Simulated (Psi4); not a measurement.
Calculation: SAPT0/jun-cc-pVDZ, frozen core (Psi4).

Psi4 input:

```
molecule {
0 1
O -1.29036377 -0.04267940 0.00000000
C -0.13547345 -0.00447234 0.00000000
S 1.42583722 0.04715174 -0.00000000
--
1 1
N 1.52406121 -0.64408116 -3.86036178
H 2.07328313 -0.43414021 -3.02071701
H 0.54707611 -0.80850328 -3.59732389
H 1.90124008 -1.48195247 -4.31470929
H 1.57464481 0.14827217 -4.50869982
units angstrom
symmetry c1
no_reorient
no_com
}
set basis jun-cc-pvdz
set scf_type df
set freeze_core true
energy('sapt0')
```

Part of the output:

```
    SAPT Results
  --------------------------------------------------------------------------------------------------------
    Electrostatics                  0.36573683 [mEh]       0.22950333 [kcal/mol]       0.96024192 [kJ/mol]
      Elst10,r                      0.36573683 [mEh]       0.22950333 [kcal/mol]       0.96024192 [kJ/mol]

    Exchange                        1.35143896 [mEh]       0.84804075 [kcal/mol]       3.54820251 [kJ/mol]
      Exch10                        1.35143896 [mEh]       0.84804075 [kcal/mol]       3.54820251 [kJ/mol]
      Exch10(S^2)                   1.34995083 [mEh]       0.84710694 [kcal/mol]       3.54429542 [kJ/mol]

    Induction                      -3.73729477 [mEh]      -2.34518787 [kcal/mol]      -9.81226606 [kJ/mol]
      Ind20,r                      -4.30757508 [mEh]      -2.70304417 [kcal/mol]     -11.30953680 [kJ/mol]
      Exch-Ind20,r                  0.80430924 [mEh]       0.50471167 [kcal/mol]       2.11171363 [kJ/mol]
      delta HF,r (2)               -0.23402894 [mEh]      -0.14685538 [kcal/mol]      -0.61444289 [kJ/mol]

    Dispersion                     -0.85734073 [mEh]      -0.53798943 [kcal/mol]      -2.25094777 [kJ/mol]
      Disp20                       -0.91615636 [mEh]      -0.57489680 [kcal/mol]      -2.40536820 [kJ/mol]
      Exch-Disp20                   0.05881563 [mEh]       0.03690737 [kcal/mol]       0.15442043 [kJ/mol]
      Disp20 (SS)                  -0.45807818 [mEh]      -0.28744840 [kcal/mol]      -1.20268410 [kJ/mol]
      Disp20 (OS)                  -0.45807818 [mEh]      -0.28744840 [kcal/mol]      -1.20268410 [kJ/mol]
      Exch-Disp20 (SS)              0.03352218 [mEh]       0.02103549 [kcal/mol]       0.08801248 [kJ/mol]
      Exch-Disp20 (OS)              0.02529345 [mEh]       0.01587188 [kcal/mol]       0.06640795 [kJ/mol]

  Total HF                         -2.02011897 [mEh]      -1.26764379 [kcal/mol]      -5.30382163 [kJ/mol]
  Total SAPT0                      -2.87745970 [mEh]      -1.80563322 [kcal/mol]      -7.55476940 [kJ/mol]
```
